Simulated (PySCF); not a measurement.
Job file and geometry (Å, from GFN2-xTB) of an NMR shielding run on SMILES ClB1CCCCBN1, C₄H₁₀B₂ClN, PySCF 2.14.0, density-fitted response routines, GIAO PBE0/pcSseg-1 NMR shielding, non-relativistic, gas phase; density fitting, a coarse starting grid and PySCF grid level 2 are the driver's defaults:

```
$ OMP_NUM_THREADS=1 python probes_run.py task.json out

{"job": {"kind": "nmr", "xc": "PBE0", "basis": "pcSseg-1"}, "charge": 0, "multiplicity": 1}
Cl    -1.880285     2.971230    -0.227922
B     -0.890733     1.541665    -0.062489
C     -1.631337     0.213472     0.379787
C     -0.768394    -0.983792     0.785217
C      0.170548    -1.439267    -0.332313
C      1.527555    -0.734807    -0.290316
B      1.592441     0.839364    -0.393585
N      0.484872     1.718155    -0.326146
H     -2.289424    -0.102295    -0.437278
H     -2.306338     0.448788     1.208767
H     -1.431795    -1.807836     1.060189
H     -0.180358    -0.727535     1.668438
H     -0.303978    -1.257889    -1.298685
H      0.334177    -2.517188    -0.246412
H      2.033898    -1.023007     0.637498
H      2.153786    -1.153099    -1.084594
H      2.647945     1.335235    -0.547351
H      0.728663     2.685122    -0.504461
```

Problem. Write the output of this run.

Solution. 
```
coarse grid: 15408 points
cycle   1  E = -722.6018737587  dE =  9.291e-01  |g| = 4.953e-01  |ddm| = 3.690e+00
cycle   2  E = -722.5878755087  dE =  1.400e-02  |g| = 5.721e-01  |ddm| = 9.125e-01
cycle   3  E = -722.6657425544  dE = -7.787e-02  |g| = 6.079e-02  |ddm| = 4.998e-01
cycle   4  E = -722.6664381833  dE = -6.956e-04  |g| = 3.050e-02  |ddm| = 8.089e-02
cycle   5  E = -722.6666308415  dE = -1.927e-04  |g| = 6.861e-03  |ddm| = 2.554e-02
cycle   6  E = -722.6666406847  dE = -9.843e-06  |g| = 2.144e-03  |ddm| = 6.989e-03
final grid: 143712 points
cycle   7  E = -722.7076854935  dE = -5.261e-05  |g| = 9.977e-03  |ddm| = 2.903e-02
cycle   8  E = -722.7076724813  dE =  1.301e-05  |g| = 1.233e-02  |ddm| = 1.959e-02
cycle   9  E = -722.7077108348  dE = -3.835e-05  |g| = 8.527e-04  |ddm| = 1.106e-02
cycle  10  E = -722.7077109608  dE = -1.260e-07  |g| = 3.393e-04  |ddm| = 9.702e-04
cycle  11  E = -722.7077109862  dE = -2.544e-08  |g| = 6.353e-05  |ddm| = 2.704e-04
cycle  12  E = -722.7077109870  dE = -7.794e-10  |g| = 2.319e-05  |ddm| = 6.265e-05
converged SCF energy = -722.7077109870

GIAO shielding tensors (ppm)
atom      isotropic    diamagn.    paramagn.     s11        s22        s33       span
  0 Cl     770.140    1147.359    -377.219    547.632    873.140    889.649    342.017
  1 B       51.508     189.494    -137.986      9.242     51.656     93.625     84.383
  2 C      157.323     250.607     -93.285    135.232    159.340    177.395     42.164
  3 C      157.155     247.694     -90.540    145.671    154.963    170.830     25.159
  4 C      156.892     247.716     -90.823    145.199    153.138    172.340     27.141
  5 C      156.854     250.048     -93.194    130.124    168.219    172.219     42.095
  6 B       47.634     191.239    -143.606    -10.962     40.843    113.020    123.982
  7 N       88.094     318.664    -230.570    -46.888    114.744    196.426    243.314
  8 H       30.234      30.361      -0.127     25.604     30.606     34.492      8.887
  9 H       29.942      29.798       0.144     24.166     30.221     35.438     11.272
 10 H       29.797      30.742      -0.945     23.825     29.033     36.532     12.707
 11 H       30.629      32.351      -1.722     27.333     29.640     34.913      7.580
 12 H       30.611      32.355      -1.744     27.371     29.859     34.603      7.232
 13 H       29.735      30.739      -1.005     23.722     28.862     36.620     12.898
 14 H       30.486      30.460       0.026     26.424     29.098     35.937      9.513
 15 H       29.983      29.748       0.235     25.032     28.065     36.851     11.820
 16 H       26.092      28.842      -2.750     24.739     25.167     28.371      3.632
 17 H       24.750      28.003      -3.253     19.318     26.924     28.008      8.689
```

Size and cost of the density-fitted run: 193 basis functions, 52 s wall time on 1 thread of an Arm Neoverse N1, shared host; peak memory 0.86 GiB.
